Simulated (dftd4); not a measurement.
F₆Mo, charge -1, doublet, geometry from GFN2-xTB (such geometries of metal compounds can be far from the true shape) (the multiplicity is a formal guess); D4 for revpbe in dftd4.

dftd4 was given this input:
```
$ dftd4 mol.xyz --func revpbe --charge -1 --json dftd4.json --noedisp --property

# file mol.xyz
7

Mo    -0.00000000    -0.00000000    -0.00000000
F      1.14023768    -0.48120813    -1.45171224
F     -1.14023768     0.48120813     1.45171224
F     -1.11259570     0.74936569    -1.12227778
F     -0.93077908    -1.65515604    -0.18242930
F      0.93077908     1.65515604     0.18242930
F      1.11259570    -0.74936569     1.12227778
```

Task: Write the output that dftd4 gives for this input, abridged.

Result: 
```
                    ____  _____ _____     ____  _  _
      -------------|  _ \|  ___|_   _|---|  _ \| || |------------
     |             | | | | |_    | | ___ | | | | || |_           |
     |             | |_| |  _|   | ||___|| |_| |__   _|          |
     |             |____/|_|     |_|     |____/   |_|            |
     |             ===================================           |
     |            E. Caldeweyher, S. Ehlert & S. Grimme          |
     |          Mulliken Center for Theoretical Chemistry        |
     |                    University of Bonn                     |
      -----------------------------------------------------------

Rational (Becke-Johnson) damping: revpbe-D4-ATM
---------------------
  s6         1.0000
  s8         1.7468
  s9         1.0000
  a1         0.5363
  a2         3.0726
 alp        16.0000
--------------------

Atomic data, radii in Ångström:
------------------------------------------------------
   Z          R(cov)      r4/r2   hardness         EN
------------------------------------------------------
  42 Mo       1.6533     3.2784     0.2148     2.1600
   9 F        0.8533     1.2638     0.6693     3.9800
------------------------------------------------------

Atomic reference systems (in atomic units):
----------------------------------------------------------------------------
   Z        #      CN     q+Z       C6(AA)   #      CN     q+Z       C6(AA)
----------------------------------------------------------------------------
  42 Mo     1  0.0000 14.0000     868.9082   2  1.8951 14.4674     355.7494
            3 10.7785 14.4734     253.6894   4  5.5965 14.5943     263.3656
   9 F      1  0.0000  9.0000       9.7374   2  0.7408  8.7523      11.7796
----------------------------------------------------------------------------

Atomic properties (in atomic units):
----------------------------------------------------------------------------
     #    Z              CN          q      C6(AA)        C8(AA)   alpha(0)
----------------------------------------------------------------------------
     1   42 Mo       4.4039     1.4182    229.1144    26381.9630    32.7966
     2    9 F        0.7328    -0.3922     13.4762      230.5949     4.2294
     3    9 F        0.7328    -0.3922     13.4762      230.5949     4.2294
     4    9 F        0.7364    -0.4247     13.8881      237.6429     4.2935
     5    9 F        0.7328    -0.3922     13.4762      230.5949     4.2294
     6    9 F        0.7328    -0.3922     13.4762      230.5949     4.2294
     7    9 F        0.7364    -0.4247     13.8881      237.6429     4.2935
----------------------------------------------------------------------------

Molecular properties (in atomic units):
----------------------------------------
 molecular C6                1317.4034
 molecular C8               61321.8036
----------------------------------------

Dispersion energy:      -1.9335679967833E-02 Eh

[Info] JSON dump of results written to 'dftd4.json'
```
